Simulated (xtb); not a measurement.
Ga(H)2(PH2) (GaH4P), SMILES [PH2][GaH2]. All values are semi-empirical tight-binding results from xtb (GFN2-xTB unless named), good for trends rather than for accurate numbers. Coordinates come from a GFN2-xTB optimisation.

Optimised geometry:

Bonded distances (Å): Ga1–H2 1.594, Ga1–H3 1.600, Ga1–P4 2.332, P4–H5 1.404, P4–H6 1.403. Angles (°): H2–Ga1–H3 108.4, H2–Ga1–P4 126.2, H3–Ga1–P4 125.4, Ga1–P4–H5 89.9, Ga1–P4–H6 89.8, H5–P4–H6 91.4.

The geometry has at least one imaginary mode, so it is a saddle point at that level.

For metal compounds this method's bond lengths and energies can be far off.

```yaml
orbital_gap: 4.15 eV
```

Computed atomic charges and the Wiberg bond orders between heavy atoms:
charges (e) Ga1 0.11, H2 -0.10, H3 -0.10, P4 -0.04, H5 0.06, H6 0.07. Bond orders Ga1–P4 1.11.
